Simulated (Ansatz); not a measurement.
Species, as SMILES: F[C]F (closed-shell singlet).
Atoms: F1, C2, F3. Bonds: F1-C2, C2-F3.

How fast the optimised F1-C2 bond length converges with the basis for several methods (Ansatz, a program for electronic structure): deviation from each method's own reference, in Å. References: B3LYP 1.3025 Å, the value in def2-QZVPPD; HF 1.2709 Å, the value in def2-QZVPPD; MP2 1.2970 Å, the value in def2-QZVPPD; PBE 1.3176 Å, the value in def2-QZVPPD. All functions are spherical. In correlated methods cores are frozen. A restricted Hartree-Fock determinant is unstable towards unrestricted orbitals. No added dispersion term, no relativity. The reference of a correlated method is not its basis-set limit, which lies further on.

```tsv
basis	functions	B3LYP	HF	MP2	PBE
3-21G	27	0.0487	0.0505	0.0532	0.0510
def2-SVPD	66	0.0004	0.0024	0.0069	-0.0001
aug-pcseg-1	69	0.0088	0.0088	0.0180	0.0081
6-311++G(2d,2p)	81	0.0026	0.0018	0.0062	0.0028
cc-pVTZ	90	0.0018	0.0021	0.0022	0.0016
jun-cc-pV(T+d)Z	117	0.0016	0.0015	0.0034	0.0015
aug-cc-pVTZ	138	0.0019	0.0018	0.0044	0.0017
pcseg-3	180	-0.0001	-0.0005	-0.0003	0.0000
```

Mean absolute deviation over 6-311++G(2d,2p), cc-pVTZ, jun-cc-pV(T+d)Z, aug-cc-pVTZ: HF 0.0018, PBE 0.0019, B3LYP 0.0020, MP2 0.0040 Å.
